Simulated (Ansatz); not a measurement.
Saddle point of SiNH3F2, singlet (SiNH₃F₂ ([NH2][SiH]([F])[F]) → SiF₂ + NH₃ (still joined by a long Si–N bond); bonds formed: N2–H3; bonds broken: Si1–H3; bonds weakened to dative contacts: Si1–N2), PBE0-D4/def2-TZVP structure:

```json
{"atom": "Si1", "x (Å)": "-0.9746", "y (Å)": "-0.2582", "z (Å)": "-0.0264"}
{"atom": "N2", "x (Å)": "0.8444", "y (Å)": "0.0164", "z (Å)": "-0.1482"}
{"atom": "H3", "x (Å)": "0.2306", "y (Å)": "-1.1317", "z (Å)": "-0.6696"}
{"atom": "F4", "x (Å)": "-1.1435", "y (Å)": "-0.3222", "z (Å)": "1.5670"}
{"atom": "F5", "x (Å)": "-1.6466", "y (Å)": "1.1269", "z (Å)": "-0.4707"}
{"atom": "H6", "x (Å)": "1.4680", "y (Å)": "-0.0059", "z (Å)": "0.6544"}
{"atom": "H7", "x (Å)": "1.2217", "y (Å)": "0.5746", "z (Å)": "-0.9067"}
```

Energies are electronic, without zero-point energy. Barriers and step energies count from the start structure reached by relaxing down the imaginary mode; all methods use the PBE0-D4 structures, on which another method's saddle can fall below an end. Computed with Ansatz 0.2.0 (basis: def2-TZVPP, with def2-QZVPP for the basis limit); correlated methods freeze the cores. B3LYP uses VWN-RPA correlation. Extrapolation: Hartree–Fock as exp(−7.88 √X), correlation as X^−2.97.

```
      method  barrier (kJ/mol)  step energy (kJ/mol)
       SPW92             265.6                 124.4
      PBE-D4                 ?                 120.5
     BLYP-D4             286.1                 120.8
   r2SCAN-D4             306.5                 149.1
      B97M-V                 ?                 141.1
     PBE0-D4             310.1                 137.9
    B3LYP-D4             313.6                 135.6
  r2SCAN0-D4             329.2                 155.8
    BHLYP-D4             352.5                 153.5
CAM-B3LYP-D4             328.6                 143.9
     wB97X-V             332.6                 146.2
     wB97M-V             322.7                 132.6
      B2PLYP             325.2                 144.9
    PBE-QIDH                 ?                 155.1
  RPA on PBE             319.6                 136.9
          HF             409.0                 173.1
         MP2             336.7                 157.4
        CCSD             344.9                 149.4
     CCSD(T)             330.8                 145.6
```

Question: Fill in the withheld barriers. (To be estimated.)

Answer: By the calculation: B97M-V 309.7; PBE-D4 275.7; PBE-QIDH 337.3 kJ/mol. Each is the energy of the saddle less that of the start structure, by the same method.

For comparison, the barrier by CCSD(T) at an estimated basis limit (MP2 extrapolated from triple and quadruple zeta, plus CCSD(T) − MP2 in triple zeta) is 328.8 kJ/mol.

No T1 diagnostic of these runs exceeds 0.015. The restricted Hartree–Fock reference is unstable towards an unrestricted one at one or more of these structures.

Losses and insertions of silylenes and their heavier kin drive the gas-phase chemistry of silicon and germanium vapour deposition.

Labels in which every atom is bracketed show which atoms are joined, not bond orders.

For scale, one of the runs: CCSD(T)/def2-TZVPP, 177 basis functions, launched by `ansatz run in.yaml --threads 2 --pin off --events-out ev --progress --plain --max-ram 4352MiB`. Time: 54 s of wall clock on 2 CPU threads of an Arm Neoverse V2; the host was shared. Peak host memory: 1.7 GiB.
